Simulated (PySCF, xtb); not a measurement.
Sb(H)2(OH) (H3OSb), SMILES [SbH2][OH].

GFN2-xTB (xtb 6.7.1) at its own geometry gives an orbital gap of 4.75 eV and a dipole moment of 2.56 D.

The structure is a stationary point at PBE0-D3(BJ)/def2-TZVP. The def2 effective core potentials stand for the cores of Sb; spin–orbit coupling is left out.

Question: What does PySCF with PBE0/def2-TZVPD give? (An estimate is asked for; the answer gives what the named calculation found.)

Answer: gap 6.18 eV (levels -7.44 and -1.25 eV), dipole 1.79 D.
